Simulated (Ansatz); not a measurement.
C$_{4}$H$_{8}$BN (`C=C=NB(C)C`), relaxed with RKS PBE-D4/def2-SVP in Ansatz from a rough embedded geometry. The force threshold is 0.03 eV/Å; the program also tests the step.

Total charge 0; spin multiplicity 1.

Start:

```xyz
14

C    -2.559    1.275   -0.663
C    -1.721    0.722    0.175
N    -0.878    0.197    0.962
B     0.550   -0.348    0.407
C     0.908   -0.120   -1.107
C     1.509   -0.980    1.460
H    -3.533    1.580   -0.222
H    -2.347    1.379   -1.657
H     0.846    0.913   -1.403
H     0.153   -0.693   -1.761
H     1.890   -0.534   -1.312
H     2.453   -1.286    0.923
H     1.717   -0.232    2.300
H     1.012   -1.873    1.898
```

**Question.** By how much does the energy fall, and how many steps does the optimiser take? (An estimate is asked.)

**Answer.** The calculation gave: 139.98 kJ/mol, in 24 steps, 4 of them rejected.

**Question.** Which bonds change most? (Best estimate.)

**Answer.** Computed: N3–B4 from 1.626 to 1.406 Å; C1–H8 from 1.021 to 1.100 Å; C2–N3 from 1.267 to 1.212 Å; C5–H10 from 1.152 to 1.113 Å.

**Question.** Give the relaxed structure. (An estimate is asked.)

**Answer.** Computed: 
```xyz
14

C    -2.989    1.320   -0.132
C    -1.774    0.784   -0.078
N    -0.667    0.295   -0.029
B     0.619   -0.272    0.028
C     1.546   -0.210   -1.256
C     1.100   -0.958    1.374
H    -3.660    1.267    0.738
H    -3.336    1.821   -1.047
H     1.182    0.471   -2.050
H     1.621   -1.230   -1.694
H     2.584    0.077   -0.985
H     1.583   -1.937    1.169
H     1.891   -0.325    1.837
H     0.300   -1.103    2.125
```
